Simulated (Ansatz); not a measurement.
C₃H₉GaSe₃, SMILES `C[Se][Ga]([Se]C)[Se]C`, relaxed with RKS PBE0-D4/def2-TZVP in Ansatz 0.2.0 from a GFN2-xTB geometry. The force threshold is 0.005 eV/Å; the program also tests the step.

The species carries charge 0 and has multiplicity 1.

Start:

```xyz
16

C     1.327   -1.949   -2.119
Se    1.584   -1.773   -0.172
Ga   -0.029   -0.022    0.006
Se   -0.431    1.015    2.119
C     0.920   -0.100    3.026
Se   -1.245    0.685   -1.923
C    -2.230    2.062   -0.911
H     1.734   -1.072   -2.618
H     1.859   -2.840   -2.437
H     0.264   -2.049   -2.339
H     0.890    0.153    4.082
H     0.677   -1.152    2.885
H     1.905    0.118    2.616
H    -1.529    2.809   -0.540
H    -2.759    1.594   -0.081
H    -2.938    2.521   -1.595
```

```tsv
step	energy (eV)	largest force (eV/Å)	largest move (Å)
1	-251655.8277	0.747	0.000
2	-251655.9426	0.160	0.165
3	-251655.9469	0.055	0.036
4	-251655.9476	0.010	0.030
5	-251655.9479	0.012	0.028
6	-251655.9480	0.024	0.037
7	-251655.9480	0.009	0.004
8	-251655.9481	0.000	0.005
```

End:

```xyz
16

C     1.327   -1.991   -2.173
Se    1.555   -1.703   -0.246
Ga   -0.003   -0.003    0.000
Se   -0.357    0.952    2.083
C     0.941   -0.121    3.089
Se   -1.206    0.744   -1.836
C    -2.267    2.113   -0.916
H     1.578   -1.087   -2.723
H     2.018   -2.787   -2.445
H     0.308   -2.301   -2.392
H     0.896    0.233    4.117
H     0.670   -1.173    3.053
H     1.943    0.030    2.694
H    -1.615    2.868   -0.482
H    -2.887    1.657   -0.148
H    -2.900    2.569   -1.675
```

It took 20 s on 4 threads of an AMD EPYC 7R13 on a shared host and a share of an NVIDIA H100 80 GB, with 1.2 GiB of host memory at the peak.
